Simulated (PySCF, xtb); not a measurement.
CuH, SMILES [CuH] (connectivity only; charge and spin as stated), neutral, multiplicity 1.

Harmonic wavenumbers (cm⁻¹) from GFN2-xTB in xtb at its own minimum, in rising order: 1713.

Question: What does PBE-D3(BJ)/def2-TZVPD (PySCF 2.14.0) give at its own minimum? (The exact figures need the calculation; the answer reports its results.)

Answer: 1898. Paired by order, the mean absolute difference is 185 cm⁻¹ and the zero-point energies are 2.4 and 2.7 kcal/mol.
